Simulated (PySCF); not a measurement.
Working out the ionisation energy of C²⁺

C²⁺ [He] 2s2 (1S) → C³⁺ [He] 2s1 (2S). All numbers are calculated (PySCF 2.14, no relativity, point nucleus, in aug-cc-pwCVTZ (7s6p4d2f, 59 functions)). Frozen: nothing. Energies in hartree (1 hartree = 27.21139 eV):

```tsv
part	C²⁺ (lower)	C³⁺ (upper)
UHF	-36.407483	-34.725109
MP2 opposite-spin	-0.084431	-0.038184
MP2 same-spin	-0.002211	-0.001231
```

**Question.** What does Hartree-Fock give?

**Answer.** (-34.725109) − (-36.407483) = 1.682374 hartree = 45.780 eV.

**Question.** What do MP2 and SCS-MP2 (6/5 opposite-spin, 1/3 same-spin) give?

**Answer.** The opposite-spin parts differ by 1.258 eV and the same-spin parts by 0.027 eV. MP2: 45.780 + (1.258) + (0.027) = 47.065 eV. SCS-MP2: 45.780 + 1.2 × (1.258) + (0.027)/3 = 47.299 eV.

Measured between the centres of the two terms (NIST): 47.888 eV, so MP2 (valence and next inner shell) is off by -0.823 eV.

What remains against the reference includes basis incompleteness and correlation beyond second order.
